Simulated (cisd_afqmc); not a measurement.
Input (AFQMC/CISD/def2-SVP; cisd_afqmc is a phaseless AFQMC code with CISD trial states that reads the integrals written by Ansatz):

Ansatz 0.2 input:
```python
import cisd_afqmc

open("ham.yaml", "w").write("""\
crystal:
  periodic: [false, false, false]
  atoms:
    - {symbol: Ga, position_ang: [-0.00000000, -0.00000000, -0.75169122]}
    - {symbol: Cl, position_ang: [0.00000000, 0.00000000, 1.37073104]}
basis:
  gaussian:
    orbitals: def2-SVP
total_charge: 1
magnetization: {spin_polarized: true, initial_magnetization: 1}
correlation: {method: ccsd, electrons: outside_noble_gas, hamiltonian_folder: ham}
""")
rep = cisd_afqmc.ansatz("ham.yaml")
e_ccsd = rep["correlation"]["coupled_cluster"]["energy"]["hartree"]
out = cisd_afqmc.run("ham", e_ccsd, trial="CISD", walkers=200, populations=8, threads=8, dt=0.005, steps=40, early=24, settle=10, least=32,
    cut=5e-5, rank_cut=2e-4, target=0.0004, seconds=1500, seed=1, memory=17280, gpu=False)
```

Output:

```
orbitals 31, occupied [5, 4], factors 163 of 477, rank of the doubles 121 of 238
E(HF) = -2382.105386
E(CCSD) on the cut factors = -2382.279571, shift to the whole factors -0.000016
Energy of the trial state on the determinant = -2382.279497
  tau behind 7.2 of longer steps, mean of the populations' last blocks
   2.0  -2382.28593
   4.0  -2382.28553
   6.0  -2382.28591
   8.0  -2382.28521
blocks 448 (3 outliers left out), error by blocks joined: 1: 0.00009, 2: 0.00011, 4: 0.00013, 8: 0.00016, 16: 0.00018
E(AFQMC/CISD) = -2382.28559 +/- 0.00018
```
